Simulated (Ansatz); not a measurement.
Start from `CSB(O)F` and change one atom or group to get `OB(F)[SiH3]`.

Ansatz, PBE0-D4/def2-TZVP geometries, multiplicity 1. Each molecule was computed in one conformer, which needn't be the lowest.

| property | `CSB(O)F` |
| --- | --- |
| LUMO energy (ωB97M-V/def2-TZVPP) / eV | 1.94 |
| HOMO–LUMO gap (PBE/def2-TZVPP) / eV | 5.65 |
| LUMO energy (PBE/def2-TZVPP) / eV | -0.37 |
| size of the dipole moment (ωB97M-V/def2-TZVPP) / D | 2.01 |
| HOMO–LUMO gap (ωB97M-V/def2-TZVPP) / eV | 11.36 |
| size of the dipole moment (PBE/def2-TZVPP) / D | 2.00 |

Question: What does the change do to each property? (An estimate is asked.)

Answer: Ansatz gave: 
```
                                          property  `OB(F)[SiH3]`  shift
             LUMO energy (ωB97M-V/def2-TZVPP) / eV           1.26  -0.68
               HOMO–LUMO gap (PBE/def2-TZVPP) / eV           5.60  -0.05
                 LUMO energy (PBE/def2-TZVPP) / eV          -1.63  -1.26
size of the dipole moment (ωB97M-V/def2-TZVPP) / D           2.10   0.09
           HOMO–LUMO gap (ωB97M-V/def2-TZVPP) / eV          12.04   0.68
    size of the dipole moment (PBE/def2-TZVPP) / D           1.98  -0.02
```

With PBE0 the HOMO falls by 1.34 eV and the LUMO falls by 1.22 eV, so the gap widens by about 0.12 eV. PBE moves the HOMO by -1.22 eV and ωB97M-V by -1.35 eV. The zero-point energy changes by -38.9 kJ/mol with -3 modes. Dipoles are sizes alone; their direction can turn.
